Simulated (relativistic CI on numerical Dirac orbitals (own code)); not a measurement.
**Tm XXIX: q coefficients and field-shift factors**

Calculated at this level of theory: Dirac-Coulomb-Breit CI, separate exchange-only KLI orbitals for each configuration, derivatives by finite differences, unscaled Slater integrals, QED left out (own radial code, finite nucleus).

CI space (outside the closed core [Ar] 3d10): 4s²4p⁶4d⁵, 4s²4p⁵4d⁶, 4s²4p⁴4d⁷, 4s4p⁶4d⁶, 4p⁶4d⁷, 4s²4p⁶4d⁴5s, 4s4p⁵4d⁷, 4s²4p⁶4d³5s². Levels of other configurations are missing.

With x = (α/α₀)² − 1 an excitation energy changes as ω = ω₀ + qx; K = 2q/ω₀ is the relative enhancement. Terms are leading LS components, so labels can repeat. The field-shift factor is F = δν/δ⟨r²⟩ for the transition from the lowest level.

Lowest level 4s²4p⁶4d⁵ ⁴P5/2.

```
           Level  ω₀ (cm⁻¹)  q (cm⁻¹)     K  F (GHz/fm²)
 4s²4p⁶4d⁵ ⁶S5/2      65313     69540  2.13         1.67
 4s²4p⁶4d⁵ ⁴G7/2     101978     73670  1.44         1.79
 4s²4p⁶4d⁵ ⁴D3/2     102381     75590  1.48         1.52
4s²4p⁶4d⁵ ⁴G11/2     110930     75220  1.36         2.16
 4s²4p⁶4d⁵ ⁴G9/2     120191     80650  1.34         2.12
 4s²4p⁶4d⁵ ⁴D5/2     123251     90410  1.47         2.01
 4s²4p⁶4d⁵ ⁴P1/2     126029     92260  1.46         1.81
 4s²4p⁶4d⁵ ²F7/2     141785     79250  1.12          1.7
 4s²4p⁶4d⁵ ²D5/2     163578    147500   1.8         3.24
 4s²4p⁶4d⁵ ²D3/2     170881    102500   1.2          2.6
 4s²4p⁶4d⁵ ⁴D7/2     183480    162800  1.77         3.49
4s²4p⁶4d⁵ ²I11/2     191541    161800  1.69         4.05
 4s²4p⁶4d⁵ ⁴G9/2     195238    159600  1.63         3.64
```

At this charge energies of transitions that change n are usually good to better than 1 %, and those within a shell (Δn = 0) to a few per cent. Terms inside the open d or f shell come out 10 to 20 % too wide with unscaled integrals.
